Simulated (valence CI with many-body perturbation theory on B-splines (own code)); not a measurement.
Ir LXXI: calculated level list

Computed by relativistic CI+MBPT: five valence electrons over a frozen Dirac-Fock core [He], radial functions for each j: 11 s, 11 p, 10 d, 8 f, 5 g, 2 h, with the one-electron correlation potential Σ1 (screened to all orders), the two-electron term Σ2, the three-electron term Σ3, Breit, model QED; selected single and double excitations, second order for the rest, scaled by the run's own slope (own B-spline code, finite nucleus).

No measured spectrum was set against this ion. As an estimate, large intervals hold to a few tenths of a per cent, small ones and those within an open d or f shell to about a per cent. Among the levels kept, up to 7600 cm⁻¹ of a level comes from second order outside the variational space, and about a tenth of that is noise between levels of different J, which matters for small intervals.

Levels 91 to 135 of 202, with energies above the lowest level, (2s^2 2p1/2^2 2p3/2) J=3/2. "Leading %" is the weight of the configuration and term that name the level; weights of strongly mixed levels are sums over their largest components and can fall short, so below about 35 % the name and the second component can differ from the true leading terms, or belong to a minority configuration. In the jj column 3d3/2^4 stands for four electrons in 3d with j = 3/2. Lifetimes count E1, E2, E3, M1 and M2 decay at the calculated energies, and are blank where another channel may lead or the interval is too uncertain; long ones can be off by a factor of two.

| No. | Configuration | Term | J | E (Ry) | Leading % | g | Second component | Lifetime | Leading jj |
| --- | --- | --- | --- | --- | --- | --- | --- | --- | --- |
| 91 | 2s2p³3p | ⁶P | 3/2 | 980.3 | 41 | 1.729 | 20 % 2s2p³3p ⁴D | 4.52 fs | 2s 2p1/2 2p3/2^2 3p1/2 (100 %) |
| 92 | 2s2p³3s | ⁴P° | 1/2 | 980.8 | 84 | 2.326 | 15 % 2s2p³3s ²P° | 5.17 fs | 2s 2p1/2 2p3/2^2 3s (100 %) |
| 93 | 2s2p³3p | ⁴F | 5/2 | 981.2 | 29 | 1.333 | 23 % 2s2p³3p ⁴P | 2.37 fs | 2s 2p1/2 2p3/2^2 3p1/2 (100 %) |
| 94 | 2s2p³3s | ²S° | 1/2 | 982.7 | 55 | 1.075 | 44 % 2s2p³3s ⁴D° | 2.56 fs | 2s 2p1/2 2p3/2^2 3s (99 %) |
| 95 | 2s2p³3s | ⁴S° | 3/2 | 982.9 | 36 | 1.443 | 26 % 2s2p³3s ²D° | 4.92 fs | 2s 2p1/2 2p3/2^2 3s (99 %) |
| 96 | 2s2p³3s | ⁴P° | 3/2 | 983.2 | 35 | 1.352 | 27 % 2s2p³3s ²D° | 3.84 fs | 2s 2p1/2 2p3/2^2 3s (99 %) |
| 97 | 2s2p³3s | ²D° | 3/2 | 983.4 | 57 | 1.088 | 17 % 2s2p³3s ⁴D° | 4.32 fs | 2s 2p1/2 2p3/2^2 3s (100 %) |
| 98 | 2s2p³3p | ²F | 7/2 | 983.8 | 43 | 1.199 | 34 % 2s2p³3p ⁴F | 1.72 fs | 2s 2p1/2 2p3/2^2 3p1/2 (100 %) |
| 99 | 2s2p³3s | ²D° | 5/2 | 983.8 | 85 | 1.211 | 11 % 2s2p³3s ⁴D° | 8.10 fs | 2s 2p1/2 2p3/2^2 3s (99 %) |
| 100 | 2s2p³3s | ²P° | 1/2 | 985.5 | 94 | 0.701 | 5 % 2s2p³3s ⁴P° | 5.85 fs | 2s 2p1/2 2p3/2^2 3s (99 %) |
| 101 | 2s²2p²4s | ⁴P | 1/2 | 986.5 | 45 | 1.993 | 32 % 2s²2p²4s ²S | 5.36 fs | 2s^2 2p1/2^2 4s (100 %) |
| 102 | 2s2p³3p | ⁴P | 5/2 | 986.8 | 51 | 1.415 | 26 % 2s2p³3p ²D | 2.90 fs | 2s 2p1/2 2p3/2^2 3p1/2 (100 %) |
| 103 | 2s2p³3p | ⁴D | 1/2 | 989.1 | 71 | 0.271 | 22 % 2s2p³3p ²P | 4.12 fs | 2s 2p1/2 2p3/2^2 3p1/2 (100 %) |
| 104 | 2s²2p²4p | ²P° | 1/2 | 989.9 | 47 | 0.653 | 38 % 2s²2p²4p ⁴D° | 8.42 fs | 2s^2 2p1/2^2 4p1/2 (100 %) |
| 105 | 2s2p³3p | ⁴P | 1/2 | 990.4 | 52 | 1.529 | 25 % 2s2p³3p ²P | 1.61 fs | 2s 2p1/2 2p3/2^2 3p1/2 (100 %) |
| 106 | 2s2p³3p | ²P | 3/2 | 990.6 | 28 | 1.033 | 27 % 2s2p³3p ⁴F | 1.82 fs | 2s 2p1/2 2p3/2^2 3p1/2 (100 %) |
| 107 | 2s2p³3p | ²F | 5/2 | 991.2 | 61 | 0.967 | 17 % 2s2p³3p ²D | 2.68 fs | 2s 2p1/2 2p3/2^2 3p1/2 (100 %) |
| 108 | 2s2p³3p | ²D | 3/2 | 991.4 | 36 | 1.075 | 36 % 2s2p³3p ⁴D | 1.69 fs | 2s 2p1/2 2p3/2^2 3p1/2 (100 %) |
| 109 | 2s2p³3p | ²P | 3/2 | 994.8 | 40 | 1.169 | 24 % 2s2p³3p ²D | 2.48 fs | 2s 2p1/2 2p3/2^2 3p1/2 (99 %) |
| 110 | 2s2p³3p | ⁴P | 1/2 | 994.9 | 42 | 1.867 | 33 % 2s2p³3p ²S | 3.31 fs | 2s 2p1/2 2p3/2^2 3p1/2 (99 %) |
| 111 | 2s²2p²3p | ⁴D° | 7/2 | 998.0 | 65 | 1.301 | 34 % 2s²2p²3p ²F° | 99.1 fs | 2s^2 2p3/2^2 3p3/2 (99 %) |
| 112 | 2s²2p²3p | ²D° | 5/2 | 998.0 | 52 | 1.298 | 38 % 2s²2p²3p ⁴P° | 81.7 fs | 2s^2 2p3/2^2 3p3/2 (98 %) |
| 113 | 2s²2p²3p | ²P° | 1/2 | 998.1 | 53 | 1.251 | 35 % 2s²2p²3p ²S° | 66.0 fs | 2s^2 2p3/2^2 3p3/2 (98 %) |
| 114 | 2s²2p²3p | ²P° | 3/2 | 1002.0 | 61 | 1.298 | 14 % 2s²2p²3p ²D° | 72.8 fs | 2s^2 2p3/2^2 3p3/2 (99 %) |
| 115 | 2s²2p²3p | ²P° | 3/2 | 1004.1 | 61 | 1.311 | 14 % 2s²2p²3p ²D° | 87.0 fs | 2s^2 2p3/2^2 3p3/2 (99 %) |
| 116 | 2s²2p²4p | ²P° | 3/2 | 1005.3 | 36 | 1.325 | 19 % 2s²2p²4p ⁴D° | 13.9 fs | 2s^2 2p1/2^2 4p3/2 (100 %) |
| 117 | 2s²2p²3d | ²D | 3/2 | 1007.2 | 29 | 1.164 | 26 % 2s²2p²3d ⁴P | 587 as | 2s^2 2p3/2^2 3d3/2 (99 %) |
| 118 | 2s²2p²3d | ⁴D | 5/2 | 1007.3 | 28 | 1.132 | 24 % 2s²2p²3d ²F | 571 as | 2s^2 2p3/2^2 3d3/2 (97 %) |
| 119 | 2s²2p²3d | ²F | 7/2 | 1007.3 | 38 | 1.076 | 30 % 2s²2p²3d ²G | 597 as | 2s^2 2p3/2^2 3d3/2 (99 %) |
| 120 | 2s²2p²3d | ⁴P | 1/2 | 1007.6 | 49 | 1.665 | 24 % 2s²2p²3d ²P | 475 as | 2s^2 2p3/2^2 3d3/2 (98 %) |
| 121 | 2s²2p²4d | ²D | 3/2 | 1008.1 | 43 | 0.789 | 32 % 2s²2p²4d ⁴F | 3.75 fs | 2s^2 2p1/2^2 4d3/2 (100 %) |
| 122 | 2p⁴3s | ⁴P | 5/2 | 1008.9 | 66 | 1.435 | 31 % 2p⁴3s ²D | 11.0 fs | 2p1/2^2 2p3/2^2 3s (96 %) |
| 123 | 2p⁴3s | ²P | 3/2 | 1009.7 | 54 | 1.170 | 31 % 2p⁴3s ²D | 3.07 fs | 2p1/2^2 2p3/2^2 3s (96 %) |
| 124 | 2s²2p²3d | ²D | 3/2 | 1012.3 | 67 | 0.816 | 13 % 2s²2p²3d ⁴F | 607 as | 2s^2 2p3/2^2 3d3/2 (96 %) |
| 125 | 2s²2p²4d | ²D | 5/2 | 1012.3 | 37 | 1.192 | 18 % 2s²2p²4d ⁴D | 1.30 fs | 2s^2 2p1/2^2 4d5/2 (100 %) |
| 126 | 2s²2p²4f | ²F° | 5/2 | 1013.8 | 42 | 0.848 | 29 % 2s²2p²4f ⁴G° | 2.67 fs | 2s^2 2p1/2^2 4f5/2 (100 %) |
| 127 | 2p⁴3s | ²S | 1/2 | 1014.3 | 63 | 1.966 | 23 % 2p⁴3s ⁴P | 5.40 fs | 2p1/2^2 2p3/2^2 3s (97 %) |
| 128 | 2s²2p²3d | ²F | 7/2 | 1014.9 | 48 | 1.232 | 37 % 2s²2p²3d ⁴D | 176 fs | 2s^2 2p3/2^2 3d5/2 (95 %) |
| 129 | 2s²2p²3d | ⁴F | 9/2 | 1014.9 | 63 | 1.232 | 34 % 2s²2p²3d ²G | 2.13 ps | 2s^2 2p3/2^2 3d5/2 (97 %) |
| 130 | 2s²2p²4f | ²F° | 7/2 | 1015.6 | 38 | 1.135 | 17 % 2s²2p²4f ²G° | 2.74 fs | 2s^2 2p1/2^2 4f7/2 (100 %) |
| 131 | 2s²2p²3d | ²P | 1/2 | 1016.1 | 59 | 1.191 | 24 % 2s²2p²3d ²S | 993 as | 2s^2 2p3/2^2 3d5/2 (97 %) |
| 132 | 2s2p³3p | ⁶P | 7/2 | 1016.7 | 49 | 1.445 | 30 % 2s2p³3p ⁴F | 26.7 fs | 2s 2p1/2 2p3/2^2 3p3/2 (97 %) |
| 133 | 2s2p³3p | ⁴P | 5/2 | 1017.0 | 30 | 1.465 | 25 % 2s2p³3p ⁴D | 2.70 fs | 2s 2p1/2 2p3/2^2 3p3/2 (93 %) |
| 134 | 2p⁴3p | ⁴P° | 3/2 | 1017.0 | 30 | 1.437 | 18 % 2p⁴3p ⁴S° | 902 as | 2p1/2^2 2p3/2^2 3p1/2 (98 %) |
| 135 | 2p⁴3p | ²D° | 5/2 | 1017.2 | 36 | 1.172 | 26 % 2p⁴3p ⁴D° | 924 as | 2p1/2^2 2p3/2^2 3p1/2 (98 %) |
